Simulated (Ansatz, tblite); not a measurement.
Isomers of Pd$_{4}$O$_{3}$⁺ (doublet), found by a short tight-binding search and relaxed with PBE-D4/def2-SVP in Ansatz.

In the def2 sets Pd takes a core potential; there is no spin–orbit coupling. The xTB rows come from tblite. Correlated methods freeze 3 core orbitals; core or outer-core shells of Pd are correlated, in sets that lack core-valence functions.

Run but left out: HF/STO-3G, HF/def2-TZVP, r2SCAN-D4/def2-TZVP, PBE0-D4/def2-SVP, PBE0-D4/def2-TZVP, B2PLYP/def2-TZVP, MP2/def2-TZVP (A: ⟨S²⟩ 1.39 to 5.10, where a pure state has 0.75).

A further structure is left out (at the level of its geometry, ⟨S²⟩ 1.39, where a pure state has 0.75); at PBE0-D4/def2-TZVP its energy lies 0.41 eV above the lowest shown.

A: At PBE-D4/def2-SVP, PBE-D4/def2-TZVP, revPBE-D4/def2-TZVP, RPA@PBE/def2-TZVP the charge 1 doublet is spin-contaminated (final ⟨S²⟩ up to 0.98, 0.75 for a pure state). B: At PBE-D4/def2-SVP, PBE-D4/def2-TZVP, revPBE-D4/def2-TZVP, RPA@PBE/def2-TZVP the charge 1 doublet is spin-contaminated (final ⟨S²⟩ up to 0.84, 0.75 for a pure state).

Other spin states weren't relaxed.

A:

```csv
atom,x (Å),y (Å),z (Å)
Pd1,0.681,1.406,2.274
Pd2,-0.967,-1.333,-1.097
Pd3,1.283,-0.043,-0.563
Pd4,-1.204,0.751,0.566
O5,1.820,1.123,0.798
O6,0.790,-1.384,-1.775
O7,-2.403,-0.518,-0.203
```

B:

```
atom   x (Å)   y (Å)   z (Å)
 Pd1  -1.364  -0.811  -0.130
 Pd2   0.641   0.664  -1.314
 Pd3   1.199  -1.553   0.050
 Pd4   0.384   0.591   1.419
  O5  -0.966  -0.159  -1.889
  O6  -1.271  -0.389   1.736
  O7   1.377   1.657   0.127
```

Question: Estimate their order by electronic energy at RPA@PBE/def2-TZVP, counted from the lowest.

Answer: B (0.0) < A (25.2), in kJ/mol.

Question: Do the other levels pick the same lowest one?

Answer: Not GFN1-xTB. Energies above each level's lowest (kJ/mol):

```tsv
level	A	B
GFN1-xTB	0.0	35.6
GFN2-xTB	42.2	0.0
PBE-D4/def2-SVP	0.5	0.0
PBE-D4/def2-TZVP	5.0	0.0
revPBE-D4/def2-TZVP	7.1	0.0
RPA@PBE/def2-TZVP	25.2	0.0
```
Point groups (tolerance 0.1 Å): A not assigned, B not assigned. Lower isomers may exist.
